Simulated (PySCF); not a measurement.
**Mayer bond orders and bond lengths**

Compound: CH₄BF₂OP.
SMILES with atom numbers: `[F:1][CH:2]([F:3])[O:4][BH:5][PH2:6]` (hydrogens: H7 on C2; H8 on B5; H9, H10 on P6)

Geometry (PBE0-D3(BJ)/def2-SVP, Å), atoms numbered from 1 in this order:
```
atom  x, y, z in Å
F1    -2.3349   -0.5296    1.3669
C2    -1.2979   -0.0061    0.7212
F3    -1.7552    0.5923   -0.3914
O4    -0.4517   -1.0273    0.3945
B5     0.6739   -0.8853   -0.3610
P6     1.2148    0.6961   -1.2907
H7    -0.8098    0.7540    1.3575
H8     1.3116   -1.8974   -0.5216
H9     0.8643    1.7084   -0.3521
H10    2.5928    0.6019   -0.9484
```

Bond orders from the PBE0/pcSseg-1 density (PySCF). Isolated species at its PBE0-D3(BJ)/def2-SVP geometry (one conformer only).

(1) Where do the orders between heavy atoms depart from those drawn in the SMILES?

(2) Set the Mayer orders of the bonds beside their lengths.

## Answers

(1) The largest departure is 0.149, at O4–B5 (drawn single, 1.149). Drawn single, order above 1.12: O4–B5 (1.149).

(2) 
```csv
bond,drawn as,length (Å),Mayer order
F1–C2,single,1.329,1.033
C2–F3,single,1.344,0.976
C2–O4,single,1.366,0.967
O4–B5,single,1.363,1.149
B5–P6,single,1.913,1.117
C2–H7,single,1.105,0.948
B5–H8,single,1.207,0.961
P6–H9,single,1.424,0.926
P6–H10,single,1.423,0.929
```

Bonds between the same two heavy elements. C–F: lowest C2–F3 (0.976, 1.344 Å), highest F1–C2 (1.033, 1.329 Å).

Question: Sum the orders of all bonds at each heavy atom with more than one neighbour and set the sums beside the valence in the SMILES.

Answer: C2 3.924 (drawn 4), O4 2.116 (drawn 2), B5 3.227 (drawn 3), P6 2.972 (drawn 3). Orders between atoms that aren't bonded are not in these sums.

Mayer orders depend on the basis set.

These values come from a run that also computed NMR shieldings. On an x86-64 server with one thread, no GPU (shared host), this took 17 s wall.
